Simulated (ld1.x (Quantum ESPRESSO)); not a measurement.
## selenium, TM: configuration errors across variants

ld1.x (Quantum ESPRESSO) 7.5 input, shortened:

```
&input
   title='Se', zed=34., rel=1, dft='PBESOL', iswitch=3,
   config='[Ar] 3d10 4s1.5 4p4.5'
 /
 &inputp
   pseudotype=2, tm=.true., lloc=2,
   nlcc=.true., rcore=0.95
 /
3
4S  1  0   1.50   0.00  1.45  1.45  0.0
4P  2  1   4.50   0.00  1.45  1.45  0.0
3D  3  2  10.00   0.00  1.20  1.20  0.0
 &test
   configts(1)='3d10 4s1.5 4p4.5'
 /
```

All-electron excitation energies from the reference (eV): (1) 3d10 4s2 4p4 -5.418; (2) 3d10 4s2 4p3 5.432; (3) 3d10 4s2 4p2 25.799; (4) 3d10 4s2 4p0 98.911; (5) 3d9 4s2 4p5 46.254; (6) 3d10 4s1 4p4 16.975; (7) 3d10 4s0 4p6 16.562.

2 further variants failed, have other tests or too few solved ones, and are left out.

A true bound ghost makes a file unfit for plane-wave use even where its test errors are small: the radial tests pick states by their node count and pass the ghost by. Where a test does run into it, the solver fails or the error is huge.

Errors AE − PS in meV (a dash: test not solved or not reliable):

```csv
change,(1),(2),(3),(4),(5),(6),(7),bound ghosts
base,+0.3,-1.1,+0.4,+24,-552,-0.5,-3.4,"s, p"
wave 3d (bound): rc 1.20 bohr becomes 3d (bound): rc 1.10 bohr,+0.4,-0.9,+1.8,+29,-610,+0.4,-2.7,"s, p"
local potential the p channel,+0.3,-0.8,+0.4,-24,-767,+1.2,-1.9,none
"type PAW; waves now 4s (bound): rcut 1.25, rcutus 1.45 bohr; 4s channel at 0.05 Ry: rcut 1.25, rcutus 1.45 bohr; 4p (bound): rcut 1.25, rcutus 1.45 bohr; 4p channel at 0.2 Ry: rcut 1.25, rcutus 1.45 bohr; 3d (bound): rcut 1.05, rcutus 1.20 bohr; 3d channel at -0.6 Ry: rcut 1.05, rcutus 1.20 bohr; local potential all-electron potential smoothed inside 1.15 bohr (lloc = -2); augmentation BESSEL, radius 1.15 bohr",+0.4,-1.3,-4.7,–,–,–,–,none
```

**Question.** Give the same row for: all radii but the core radius scaled by about 1.06 (s 1.54, p 1.54, d 1.28 bohr).

**Answer.** +0.1, -1.6, -1.9, +19, –, -1.9, -5.9; bound ghosts: s, p. Not counted: 3d9 4s2 4p5 (solver errors, printed error -265 eV).
